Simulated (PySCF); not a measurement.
Gas-phase XPS of `CC/C=C/[SiH2]N[SiH2]C`, computed

Species: C₅H₁₅NSi₂.
Atom-mapped SMILES: `[CH3:1][CH2:2]/[CH:3]=[CH:4]/[SiH2:5][NH:6][SiH2:7][CH3:8]`

Structure used (PBE0-D3(BJ)/def2-SVP), in Å, numbered top down from 1:
```
atom  x, y, z in Å
C1     3.8846    1.7604   -0.5991
C2     3.5085    0.6196    0.3421
C3     2.2894   -0.1222   -0.1068
C4     1.1481   -0.2668    0.5842
Si5   -0.3256   -1.1989   -0.0716
N6    -1.7341   -0.1807   -0.1919
Si7   -3.3297   -0.3863    0.4788
C8    -4.6416   -0.6570   -0.8360
H9     3.0739    2.5024   -0.6640
H10    4.0785    1.3911   -1.6188
H11    4.7920    2.2786   -0.2542
H12    4.3528   -0.0919    0.3973
H13    3.3538    1.0006    1.3646
H14    2.3589   -0.5708   -1.1100
H15    1.0890    0.1937    1.5811
H16    0.0899   -1.7595   -1.4001
H17   -0.7167   -2.3229    0.8325
H18   -1.5916    0.6799   -0.7165
H19   -3.2612   -1.5644    1.3950
H20   -3.7159    0.8248    1.2758
H21   -5.6344   -0.7923   -0.3777
H22   -4.7010    0.2079   -1.5157
H23   -4.4136   -1.5495   -1.4392
```

Computed, not measured: PySCF 2.14.0, delta-SCF UKS SCAN, pcX-2 on the ionised atom, pcseg-1 elsewhere, spin-free X2C. Binding energies are ΔSCF values: E(core-ionised, relaxed orbitals) − E(ground state) at a fixed geometry, referred to the vacuum level.

Problem. List the computed XPS lines with their assignment.

Solution. 
```
atom(s)                      environment     level  binding energy (eV)  2p1/2 (eV)  above the level's lowest (eV)  count
    Si5                     SiH2 silicon  Si 2p3/2               106.40      107.02                           0.00      1
    Si7                     SiH2 silicon  Si 2p3/2               106.52      107.14                          +0.12      1
     C4                 alkene CH carbon      C 1s               289.46           –                           0.00      1
     C8                 Si-methyl carbon      C 1s               289.97           –                          +0.51      1
     C3                 alkene CH carbon      C 1s               290.28           –                          +0.82      1
     C1                    methyl carbon      C 1s               290.62           –                          +1.16      1
     C2                   allylic carbon      C 1s               290.69           –                          +1.23      1
     N6  nitrogen bridging silicon atoms      N 1s               403.73           –                           0.00      1
    Si5                     SiH2 silicon     Si 1s              1846.29           –                           0.00      1
    Si7                     SiH2 silicon     Si 1s              1846.41           –                          +0.12      1
```

The listed C 1s values span 1.23 eV, from C4 (bonded to C (double bond), H and Si) to C2 (bonded to 2 C and 2 H). The widest gap between neighbouring values is 0.51 eV, between 289.46 and 289.97 eV.

The 2 Si 1s values lie within 0.12 eV of each other; Gaussian lines of 0.5 eV full width would blend them into one maximum.

The 2 Si 2p3/2 values lie within 0.12 eV of each other.

Problem. Which photon wavelength matches the Si 2p3/2 of Si7 threshold?

Solution. λ = hc/E = 12398.42 eV Å / 106.52 eV = 116.395 Å.

Spin–orbit and ligand-field terms were added within each 2p shell after the spin-free SCF. 2p1/2 minus 2p3/2 (ligand field included): Si 0.62 eV. The structure is a single PBE0-D3(BJ)/def2-SVP conformer in the gas phase; no vibrational or solvent corrections.
